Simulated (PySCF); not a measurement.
BiH: from constants to spectrum

UHF-CCSD(T) constants of BiH, ³Σ⁻ (triplet), unpaired electrons π ↑↑ (basis Bi cc-pVDZ-PP with ECP60, H cc-pVDZ; scalar-relativistic core potentials; PySCF 2.14; masses 208.9804 and 1.0078 u):

- ωe: 1760.9 cm⁻¹
- ωexe: 30.9 cm⁻¹
- Be: 5.1638 cm⁻¹
- αe: 0.140 cm⁻¹
- De to Bi + H: 2.09 eV

What force constant and bond length do these constants imply?

Reduced mass μred = 1.0030 u; k = 5.8918×10⁻⁷·μred·ωe² (u, cm⁻¹, mdyn/Å) = 1.83 mdyn/Å; Re = √(16.8576/(μred·Be)) (u, cm⁻¹, Å) = 1.804 Å.

Estimate the centrifugal constant D from the Kratzer relation and find the Dunham coefficient a1.

D = 4Be³/ωe² = 0.000178 cm⁻¹; a1 = −1 − αeωe/(6Be²) = -2.54.

Correlated steps freeze 4 core orbitals. Correlated levels converge slowly with the basis: in double zeta they bind strong bonds too weakly, by up to about 1 eV, and carry superposition errors of some tenths. Spin–orbit coupling is left out, which matters for elements this heavy, above all for dissociation energies. The state is the lowest determinant that a PBE0 search found; another state may lie lower at other levels.
